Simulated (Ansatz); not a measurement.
Input for Ansatz (development build ahead of 0.2.0):

```yaml
crystal:
  periodic: [false, false, false]
  atoms:
    - { symbol: Na, position_ang: [0.0, 0.0, 3.2071] }
    - { symbol: Na, position_ang: [0.0, 0.0, -3.2071] }
    - { symbol: Cl, position_ang: [0.0, 0.0, 8.3849] }
    - { symbol: Cl, position_ang: [0.0, 0.0, -8.3849] }
basis:
  gaussian: { orbitals: pcseg-2 }
magnetization:
  spin_polarized: true
hamiltonian:
  xc: { name: wB97X }
```

The input is written out in the form of the current development build from the run's settings.

The run gave:

```yaml
Converged: yes
Total_energy: -1244.92493 hartree
Spin_squared_of_the_determinant: 0.000
Stability_test: minimum
```

Caution: charge can spread falsely over distant fragments.
